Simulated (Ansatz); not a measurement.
Species: C2H3O (charge 0, doublet). It need not be the lowest isomer of its formula. 
Structure (B3LYP-D3(BJ)/def2-TZVP (Ansatz, a program for electronic structure) minimum search):
```xyz
6

C     -0.1863    -1.0182     0.6908
C      0.3771     0.0373     0.1478
O     -0.0625     0.8776    -0.7878
H     -1.2359    -1.2440     0.5148
H      0.3780    -1.6719     1.3393
H      0.2130     1.7806    -0.5833
```
Charge 0, spin multiplicity 2.

Parts of the frozen-core correlation energy in aug-cc-pVDZ (Ansatz, hartree). Frozen orbitals: 3; correlated occupied orbitals by spin: 9 and 8; virtual: 84 and 85. UHF or UKS for open shells. Spin-orbit coupling is left out. No relativistic terms.

| term | value |
|---|---|
| reference (HF) | -152.27630 |
| MP2 opposite-spin | (withheld) |
| MP2 same-spin | (withheld) |
| CCSD correlation | -0.47224 |
| (T) | (withheld) |
| T1 diagnostic | 0.034 |
| largest doubles amplitude | 0.046 |
| <S^2> of the reference | 0.896 |

Question: Complete the blanks.

Answer: 
- MP2 opposite-spin, value: -0.32474
- MP2 same-spin, value: -0.11386
- (T), value: -0.01702
